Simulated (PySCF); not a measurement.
Species: C5H7FO.
Structure used (GFN2-xTB), in Å, numbered top down from 1:
```
atom  x, y, z in Å
O1     0.2096    2.4966   -0.5563
C2     0.1050    1.3292   -0.3035
C3    -1.1809    0.5911    0.0005
C4    -0.7519   -0.7405    0.6107
C5     0.6037   -1.0314   -0.0362
F6     0.4051   -1.6313   -1.2667
C7     1.2512    0.3336   -0.2378
H8    -1.6910    0.4333   -0.9531
H9    -1.8380    1.1798    0.6381
H10   -1.4580   -1.5442    0.4099
H11   -0.6214   -0.6477    1.6889
H12    1.2192   -1.7340    0.5349
H13    1.8462    0.3719   -1.1506
H14    1.9005    0.5932    0.5989
```

Closed-shell single points with PySCF (density fitting; grid level 2 and gas phase unless stated) on one GFN2-xTB geometry.

Problem. Rank these settings by the number of (spherical) basis functions, lowest first.
A. mPW1PW91/def2-TZVP, start guess vsap
B. PBE0/pcSseg-1
C. PBE0/def2-SVPD

Solution. B (154), C (202), A (259).

All figures of these runs:

```tsv
settings	basis functions	SCF cycles	E (Eh)	HOMO (eV)	LUMO (eV)	dipole (D)
PBE0/pcSseg-1	154	14	-369.3678	-7.27	-0.68	2.88
mPW1PW91/def2-TZVP, start guess vsap	259	13	-369.8715	-7.28	-0.72	2.94
PBE0/def2-SVPD	202	14	-369.1597	-7.36	-0.82	3.05
```

Cycle counts include a coarse-grid stage where the run had one.

One conformer stands for the species.
